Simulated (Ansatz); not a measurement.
Ansatz (a quantum-chemistry and plane-wave program) input (B3LYP-D3(BJ)/def2-TZVP):

Ansatz 0.2 input:
```yaml
crystal:
  periodic: [false, false, false]
  atoms:
    - {symbol: Pb, position_ang: [-0.00000000, -0.00000000, -0.20489551]}
    - {symbol: F, position_ang: [0.00000000, 0.00000000, 1.86682576]}
basis:
  gaussian:
    orbitals: def2-TZVP
hamiltonian:
  xc: b3lyp
  dispersion: d3bj
magnetization: {spin_polarized: true, initial_magnetization: 1}
phonons: {temperatures: {t_min: 298.15, t_max: 298.15, t_step: 100}}
```

Output:

```
Functional definition: B3LYP
integrals: 0.02 GiB planned
586 factors; their error is unknown
mean field: 0.24 GiB planned
mean field evaluation 1: about -7965.2906 eV, gradient 3.2e1 eV
mean field evaluation 2: about -7867.4278 eV, gradient 1.5e2 eV
mean field evaluation 4: about -7968.6935 eV, gradient 4.0e0 eV
mean field evaluation 8: about -7968.7863 eV, gradient 1.2e-1 eV
mean field evaluation 16: about -7968.7185 eV, gradient 3.3e0 eV
mean field -7968.78638825 eV, -292.8474983308 hartree, gradient 3.5e-5 eV, S^2 0.751459; 1 other end points of the search recorded, 0 dependent functions left out
the calculation of the forces begins
reference -7968.78657251 eV, -292.8475051023 hartree; 16, 15 occupied and 65, 66 virtual orbitals, 586 factors
these checks for a lower state are left out or cut short: stability, starts, cluster_reference, orbital_swaps, neighbouring_geometries, increment
integrals: 0.02 GiB planned
586 factors; their error is unknown
mean field: 0.24 GiB planned
mean field -7968.78638825 eV, -292.8474983309 hartree, gradient 3.4e-7 eV, S^2 0.751459; 0 other end points of the search recorded, 0 dependent functions left out
the calculation of the forces begins
reference -7968.78657251 eV, -292.8475051024 hartree; 16, 15 occupied and 65, 66 virtual orbitals, 586 factors
these checks for a lower state are left out or cut short: stability, starts, cluster_reference, orbital_swaps, neighbouring_geometries, increment
integrals: 0.02 GiB planned
586 factors; their error is unknown
mean field: 0.24 GiB planned
mean field evaluation 32: about -7968.7423 eV, gradient 1.2e-1 eV
mean field -7968.78638825 eV, -292.8474983309 hartree, gradient 3.4e-7 eV, S^2 0.751459; 0 other end points of the search recorded, 0 dependent functions left out
the calculation of the forces begins
reference -7968.78657251 eV, -292.8475051024 hartree; 16, 15 occupied and 65, 66 virtual orbitals, 586 factors
these checks for a lower state are left out or cut short: stability, starts, cluster_reference, orbital_swaps, neighbouring_geometries, increment
integrals: 0.02 GiB planned
586 factors; their error is unknown
mean field: 0.24 GiB planned
mean field -7968.78638825 eV, -292.8474983309 hartree, gradient 5.4e-7 eV, S^2 0.751459; 0 other end points of the search recorded, 0 dependent functions left out
the calculation of the forces begins
reference -7968.78657251 eV, -292.8475051024 hartree; 16, 15 occupied and 65, 66 virtual orbitals, 586 factors
these checks for a lower state are left out or cut short: stability, starts, cluster_reference, orbital_swaps, neighbouring_geometries, increment
integrals: 0.02 GiB planned
586 factors; their error is unknown
mean field: 0.24 GiB planned
mean field -7968.78638825 eV, -292.8474983309 hartree, gradient 5.4e-7 eV, S^2 0.751459; 0 other end points of the search recorded, 0 dependent functions left out
the calculation of the forces begins
reference -7968.78657251 eV, -292.8475051024 hartree; 16, 15 occupied and 65, 66 virtual orbitals, 586 factors
these checks for a lower state are left out or cut short: stability, starts, cluster_reference, orbital_swaps, neighbouring_geometries, increment
integrals: 0.02 GiB planned
586 factors; their error is unknown
mean field: 0.24 GiB planned
mean field -7968.78633192 eV, -292.8474962605 hartree, gradient 1.5e-6 eV, S^2 0.751459; 0 other end points of the search recorded, 0 dependent functions left out
the calculation of the forces begins
reference -7968.78651618 eV, -292.8475030323 hartree; 16, 15 occupied and 65, 66 virtual orbitals, 586 factors
these checks for a lower state are left out or cut short: stability, starts, cluster_reference, orbital_swaps, neighbouring_geometries, increment
integrals: 0.02 GiB planned
586 factors; their error is unknown
mean field: 0.24 GiB planned
mean field evaluation 64: about -7968.7863 eV, gradient 2.4e-5 eV
mean field -7968.78634147 eV, -292.8474966117 hartree, gradient 1.5e-6 eV, S^2 0.751459; 0 other end points of the search recorded, 0 dependent functions left out
the calculation of the forces begins
reference -7968.78652573 eV, -292.8475033830 hartree; 16, 15 occupied and 65, 66 virtual orbitals, 586 factors
these checks for a lower state are left out or cut short: stability, starts, cluster_reference, orbital_swaps, neighbouring_geometries, increment
integrals: 0.02 GiB planned
586 factors; their error is unknown
mean field: 0.24 GiB planned
mean field -7968.78638825 eV, -292.8474983309 hartree, gradient 3.4e-7 eV, S^2 0.751459; 0 other end points of the search recorded, 0 dependent functions left out
the calculation of the forces begins
reference -7968.78657251 eV, -292.8475051024 hartree; 16, 15 occupied and 65, 66 virtual orbitals, 586 factors
these checks for a lower state are left out or cut short: stability, starts, cluster_reference, orbital_swaps, neighbouring_geometries, increment
integrals: 0.02 GiB planned
586 factors; their error is unknown
mean field: 0.24 GiB planned
mean field -7968.78638825 eV, -292.8474983309 hartree, gradient 3.4e-7 eV, S^2 0.751459; 0 other end points of the search recorded, 0 dependent functions left out
the calculation of the forces begins
reference -7968.78657251 eV, -292.8475051024 hartree; 16, 15 occupied and 65, 66 virtual orbitals, 586 factors
these checks for a lower state are left out or cut short: stability, starts, cluster_reference, orbital_swaps, neighbouring_geometries, increment
integrals: 0.02 GiB planned
586 factors; their error is unknown
mean field: 0.24 GiB planned
mean field -7968.78638825 eV, -292.8474983309 hartree, gradient 5.4e-7 eV, S^2 0.751459; 0 other end points of the search recorded, 0 dependent functions left out
the calculation of the forces begins
reference -7968.78657251 eV, -292.8475051024 hartree; 16, 15 occupied and 65, 66 virtual orbitals, 586 factors
these checks for a lower state are left out or cut short: stability, starts, cluster_reference, orbital_swaps, neighbouring_geometries, increment
integrals: 0.02 GiB planned
586 factors; their error is unknown
mean field: 0.24 GiB planned
mean field evaluation 96: about -7968.7864 eV, gradient 5.4e-7 eV
mean field -7968.78638825 eV, -292.8474983309 hartree, gradient 5.4e-7 eV, S^2 0.751459; 0 other end points of the search recorded, 0 dependent functions left out
the calculation of the forces begins
reference -7968.78657251 eV, -292.8475051024 hartree; 16, 15 occupied and 65, 66 virtual orbitals, 586 factors
these checks for a lower state are left out or cut short: stability, starts, cluster_reference, orbital_swaps, neighbouring_geometries, increment
integrals: 0.02 GiB planned
586 factors; their error is unknown
mean field: 0.24 GiB planned
mean field -7968.78634147 eV, -292.8474966117 hartree, gradient 1.5e-6 eV, S^2 0.751459; 0 other end points of the search recorded, 0 dependent functions left out
the calculation of the forces begins
reference -7968.78652573 eV, -292.8475033830 hartree; 16, 15 occupied and 65, 66 virtual orbitals, 586 factors
these checks for a lower state are left out or cut short: stability, starts, cluster_reference, orbital_swaps, neighbouring_geometries, increment
integrals: 0.02 GiB planned
586 factors; their error is unknown
mean field: 0.24 GiB planned
mean field -7968.78633192 eV, -292.8474962605 hartree, gradient 1.5e-6 eV, S^2 0.751459; 0 other end points of the search recorded, 0 dependent functions left out
the calculation of the forces begins
reference -7968.78651618 eV, -292.8475030323 hartree; 16, 15 occupied and 65, 66 virtual orbitals, 586 factors
Total energy: -7968.81635078 eV, -292.8485994334 hartree
Atom 0 at    -0.000000    -0.000000    -0.204896 Å, force    -0.000000     0.000000    -0.000912 eV/Å
Atom 1 at     0.000000     0.000000     1.866826 Å, force     0.000000    -0.000000     0.000912 eV/Å
Dipole moment:    -0.000000    -0.000000    -0.760378 e Å
Vibrations: 507.79 cm⁻¹, zero-point energy 0.031479 eV
```
